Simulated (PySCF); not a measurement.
Computed Raman spectrum (relative Raman activity) of a molecule C2H8ClNSi. The structure is a stationary point at B3LYP-D3(BJ)/def2-SVP. The values are those of a single conformer. Calculation: PySCF with B3LYP-D3(BJ)/def2-SVP. Frequencies are harmonic and unscaled.

Lines under 2 % of the strongest are left out, and lines within 2 cm⁻¹ are merged.

ν (cm⁻¹): 533 (w), 579 (vw), 659 (w), 721 (w), 841 (vw), 864 (w), 921 (vw), 954 (w), 1046 (vw), 1132 (vw), 1213 (w), 1328 (vw), 1345 (w), 1461 (w), 1479 (w), 1633 (w), 2232 (vs), 2251 (s), 2909 (s), 3016 (vs), 3089 (s), 3116 (m), 3474 (vs), 3557 (m) (against the strongest line: vs over 80 %, s over 45 %, m over 15 %, w over 4 %, vw less)

Question: Which structure fits?
A. CC[Si@H](N)Cl
B. CCN[SiH2]Cl
C. C[C@H](N)[SiH2]Cl
D. C[Si](C)(N)Cl

Answer: C, C[C@H](N)[SiH2]Cl
